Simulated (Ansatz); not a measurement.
Total energies of C₂H₄AlFO, SMILES `[OH][Al]1[CH2][CH]1F`.

Z-matrix (Å, degrees):
```
C
Al 1 1.905
C 1 1.564 2 65.9
H 1 1.100 2 102.3 3 105.7
H 1 1.088 2 142.6 3 -106.5
O 2 1.682 1 153.9 3 -172.3
F 3 1.379 1 116.1 2 129.9
H 3 1.095 1 109.8 2 -107.1
H 6 0.956 2 125.5 1 -17.3
```

Total charge 0; spin multiplicity 1. Geometry: relaxed with PBE0-D4/def2-TZVP. It is one conformer, not always the lowest. Basis def2-TZVPP, Ansatz.

RPA on PBE orbitals: Hartree–Fock energy of these orbitals -494.31247 Eh, correlation -1.41326 Eh (frozen core).

| functional | energy without D4 (Eh) | D4 term (kJ/mol) |
| --- | --- | --- |
| PBE | -495.80281 | -14.4 |
| revPBE | -496.08120 | -44.8 |
| BLYP | -496.16579 | -31.8 |
| r2SCAN | -496.06408 | -3.5 |
| B97M-V | -496.09902 | – |
| PBE0 | -495.82964 | -12.0 |
| r2SCANh | -496.04743 | -3.7 |
| r2SCAN0 | -496.02372 | -4.1 |
| HSE06 (plane-wave form) | -495.81185 | -11.2 |
| BHLYP | -496.08996 | -17.8 |
| LC-ωPBE | -495.98007 | – |
| ωB97M-V | -496.11774 | – |
| B2PLYP | -495.92686 | – |
| PBE-QIDH | -495.70546 | – |

Problem. Give the same for LDA (SPW92), B3LYP, CAM-B3LYP, ωB97X-V. (Best estimate.)

Solution. Ansatz gave: 
```json
{"functional": "LDA (SPW92)", "energy without D4 (Eh)": "-493.26907", "D4 term (kJ/mol)": "–"}
{"functional": "B3LYP", "energy without D4 (Eh)": "-496.24050", "D4 term (kJ/mol)": "-23.2"}
{"functional": "CAM-B3LYP", "energy without D4 (Eh)": "-496.13036", "D4 term (kJ/mol)": "-12.2"}
{"functional": "ωB97X-V", "energy without D4 (Eh)": "-496.09090", "D4 term (kJ/mol)": "–"}
```

B3LYP takes the VWN-RPA correlation (the form of Gaussian; ORCA's B3LYP/G). HSE06 is the plane-wave form, built on full-range PBE exchange. The double hybrids freeze the cores in their second-order part.

LC-ωPBE has ω = 0.4 bohr⁻¹.
